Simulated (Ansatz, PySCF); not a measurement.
C3H9GaO, singlet, at a GFN2-xTB geometry (such geometries of metal compounds can be far from the true shape), with bond 11-8 at 1.8 times its length. Base run: CASSCF(2,4)/STO-3G in PySCF.

Input for PySCF:
```python
from pyscf import gto, scf, mcscf
import numpy

mol = gto.M(
    atom='''
Ga    0.079191   -0.256835    0.791716
H    -0.707529   -1.610415    0.940385
C     1.145023    0.795142    2.148471
H     2.188470    0.836124    1.829718
H     1.095985    0.364471    3.148712
H     0.762625    1.817429    2.177763
O     0.087914    0.531096   -0.751537
C    -0.328878    0.508240   -2.095239
C    -1.159979   -0.728288   -2.413214
H    -0.917510    1.413854   -2.290410
H     1.276631    0.552800   -3.245735
H    -2.042722   -0.745801   -1.772999
H    -1.468866   -0.723262   -3.455769
H    -0.568759   -1.622855   -2.214018
''',
    basis='sto-3g',
    charge=0,
    spin=0,
    verbose=4,
)

mf = scf.RHF(mol)
mf.kernel()
mc = mcscf.CASSCF(mf, 4, 2)
mc.fix_spin_(ss=0.0)
mc.kernel()
occ = numpy.linalg.eigvalsh(mc.fcisolver.make_rdm1(mc.ci, mc.ncas, mc.nelecas))[::-1]
ss = mc.fcisolver.spin_square(mc.ci, mc.ncas, mc.nelecas)[0]
print('natural occupations', occ.round(4), ' <S^2>', round(ss, 4))
```

Programs used: Ansatz (a first-principles code), PySCF; a row that names a program was run with it.

The base run was repeated with changes; each row names its change, and settings that it needs were set with it.

```tsv
change	ΔE vs base (kcal/mol)	natural occupations	<S^2> of the state	outcome
base	0.000	1.71 0.29 0.00 0.00	0.00	converged
active space = 4 electrons, 4 orbitals	-5.98	1.99 1.71 0.29 0.01	0.00	converged
active space = 4 electrons, 3 orbitals	0.031	2.00 1.71 0.29	0.00	converged
orbitals = fixed (CASCI); correction = SC-NEVPT2	-150.3	1.86 0.14 0.00 0.00	0.00	converged
code = ansatz	-0.011	-	-	converged
correction = SC-NEVPT2	-150.7	1.71 0.29 0.00 0.00	0.00	converged
start = MP2 natural orbitals	-0.023	1.71 0.29 0.00 0.00	0.00	converged
conv_tol = 1e-5	0.027	1.71 0.29 0.00 0.00	0.00	converged
orbitals = fixed (CASCI)	27.45	1.86 0.14 0.00 0.00	0.00	converged
state_average = 2 states	22.90	-	-	converged
active space = 8 electrons, 7 orbitals	-	-	-	not converged
```

Active orbitals are taken around the Fermi level unless the row says otherwise; CASSCF can end in different local minima, and two programs can end on different orbitals. State-averaged rows give the lowest state.
